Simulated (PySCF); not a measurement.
C4H4S, triplet, geometry from GFN2-xTB (a higher spin typed on purpose: for a closed-shell molecule this is an excited state) (in this run its highest filled SCF level lies above zero, so its values depend strongly on the basis, on diffuse functions most of all); BLYP/STO-3G in PySCF.

The PySCF input:
```python
from pyscf import gto, scf, dft

mol = gto.M(
    atom='''
C     0.35092478   -1.44730662    0.17002423
C    -0.95647938   -1.13310453    0.21903019
C    -1.19845781    0.28467556    0.04537170
S     0.28246175    1.20363624   -0.18147496
C     1.19697211   -0.29100648   -0.04441717
H     0.77466952   -2.42903399    0.27239484
H    -1.77115108   -1.81720929    0.36782085
H    -2.14437716    0.78394528    0.04428006
H     2.26371244   -0.27542949   -0.12095013
''',
    basis='sto-3g',
    spin=2,
    verbose=4,
)

mf = dft.UKS(mol)
mf.xc = 'blyp'
mf.conv_tol = 1e-6
mf.kernel()
mf.analyze()
```

Output, abridged:

```
PySCF version 2.14.0

[INPUT] verbose = 4
[INPUT] num. atoms = 9
[INPUT] num. electrons = 44
[INPUT] charge = 0
[INPUT] spin (= nelec alpha-beta = 2S) = 2
[INPUT] symmetry False subgroup None
[INPUT] Mole.unit = angstrom
[INPUT] Symbol           X                Y                Z      unit          X                Y                Z       unit  Magmom
[...]
nuclear repulsion = 198.807639075838
number of shells = 21
number of NR pGTOs = 99
number of NR cGTOs = 33
basis = sto-3g
ecp = {}

******** <class 'pyscf.dft.uks.UKS'> ********
method = UKS
initial guess = minao
damping factor = 0
level_shift factor = 0
DIIS = <class 'pyscf.scf.diis.CDIIS'>
diis_start_cycle = 1
diis_space = 8
diis_damp = 0
SCF conv_tol = 1e-06
SCF conv_tol_grad = None
SCF max_cycles = 50
direct_scf = True
direct_scf_tol = 1e-13
number electrons alpha = 23  beta = 21
XC library pyscf.dft.libxc version 7.1.2
    S. Lehtola, C. Steigemann, M. J. T. Oliveira, and M. A. L. Marques,  SoftwareX 7, 1–5 (2018)
XC functionals = blyp
    A. D. Becke,  Phys. Rev. A 38, 3098 (1988)
    C. Lee, W. Yang, and R. G. Parr,  Phys. Rev. B 37, 785 (1988)
    B. Miehlich, A. Savin, H. Stoll, and H. Preuss,  Chem. Phys. Lett. 157, 200 (1989)
radial grids:
    Treutler-Ahlrichs [JCP 102, 346 (1995); DOI:10.1063/1.469408] (M4) radial grids

becke partition: Becke, JCP 88, 2547 (1988); DOI:10.1063/1.454033
pruning grids: <function nwchem_prune>
grids dens level: 3
symmetrized grids: False
atomic radii adjust function: <function treutler_atomic_radii_adjust>
small_rho_cutoff = 0
Set gradient conv threshold to 0.001
tot grids = 114584
init E= -547.00264053044

cycle= 1 E= -546.443405281876  delta_E= 0.559  |g|= 0.0993  |ddm|= 3.18

cycle= 2 E= -546.448380690174  delta_E= -0.00498  |g|= 0.077  |ddm|= 0.311

cycle= 3 E= -546.452316961498  delta_E= -0.00394  |g|= 0.021  |ddm|= 0.145

cycle= 4 E= -546.45266794894  delta_E= -0.000351  |g|= 0.00602  |ddm|= 0.0487

cycle= 5 E= -546.452703129328  delta_E= -3.52e-05  |g|= 0.000811  |ddm|= 0.0131

cycle= 6 E= -546.45270405859  delta_E= -9.29e-07  |g|= 0.000138  |ddm|= 0.00262

Extra cycle  E= -546.452704044419  delta_E= 1.42e-08  |g|= 0.000209  |ddm|= 0.000564
converged SCF energy = -546.452704044419  <S^2> = 2.0036586  2S+1 = 3.002438
**** SCF Summaries ****
Total Energy =                        -546.452704044418851
Nuclear Repulsion Energy =             198.807639075838495
One-electron Energy =                -1147.450081746630303
[...]

 ** Mulliken spin pop alpha/beta on meta-lowdin orthogonal AOs **
 ** Mulliken Spin Density (per AO)  **
spin_pop of  0 C 1s       -0.00000
spin_pop of  0 C 2s        0.00034
spin_pop of  0 C 2px      -0.00533
spin_pop of  0 C 2py      -0.00321
spin_pop of  0 C 2pz       0.14765
spin_pop of  1 C 1s       -0.00000
spin_pop of  1 C 2s        0.00034
spin_pop of  1 C 2px       0.00054
spin_pop of  1 C 2py      -0.00922
spin_pop of  1 C 2pz       0.14778
spin_pop of  2 C 1s       -0.00001
spin_pop of  2 C 2s        0.03238
spin_pop of  2 C 2px       0.02196
spin_pop of  2 C 2py       0.02699
spin_pop of  2 C 2pz       0.72386
spin_pop of  3 S 1s        0.00000
spin_pop of  3 S 2s        0.00001
spin_pop of  3 S 3s        0.00252
spin_pop of  3 S 2px      -0.00001
spin_pop of  3 S 2py      -0.00001
spin_pop of  3 S 2pz       0.00022
spin_pop of  3 S 3px      -0.02332
spin_pop of  3 S 3py      -0.01883
spin_pop of  3 S 3pz       0.21159
spin_pop of  4 C 1s       -0.00001
spin_pop of  4 C 2s        0.03238
spin_pop of  4 C 2px       0.02046
spin_pop of  4 C 2py       0.02853
spin_pop of  4 C 2pz       0.72381
spin_pop of  5 H 1s       -0.00557
spin_pop of  6 H 1s       -0.00557
spin_pop of  7 H 1s       -0.02513
spin_pop of  8 H 1s       -0.02513
 ** Mulliken Spin Density (per atom)  **
spin density of  0 C =      0.13945
spin density of  1 C =      0.13944
spin density of  2 C =      0.80517
spin density of  3 S =      0.17216
spin density of  4 C =      0.80517
spin density of  5 H =     -0.00557
spin density of  6 H =     -0.00557
spin density of  7 H =     -0.02513
spin density of  8 H =     -0.02513
 ** Mulliken pop alpha/beta on meta-lowdin orthogonal AOs **
 ** Mulliken pop       alpha | beta **
[...]
In total            23.00000 | 21.00000
 ** Mulliken atomic charges   ( Nelec_alpha | Nelec_beta ) **
charge of  0C =     -0.07162  (     3.10554      2.96609 )
charge of  1C =     -0.07195  (     3.10569      2.96626 )
charge of  2C =     -0.14877  (     3.47697      2.67180 )
charge of  3S =      0.24323  (     7.96447      7.79230 )
charge of  4C =     -0.14861  (     3.47689      2.67172 )
charge of  5H =      0.05189  (     0.47127      0.47684 )
charge of  6H =      0.05190  (     0.47126      0.47683 )
charge of  7H =      0.04697  (     0.46395      0.48908 )
charge of  8H =      0.04696  (     0.46396      0.48908 )
Dipole moment(X, Y, Z, Debye): -0.00057, -0.01015,  0.00140
```
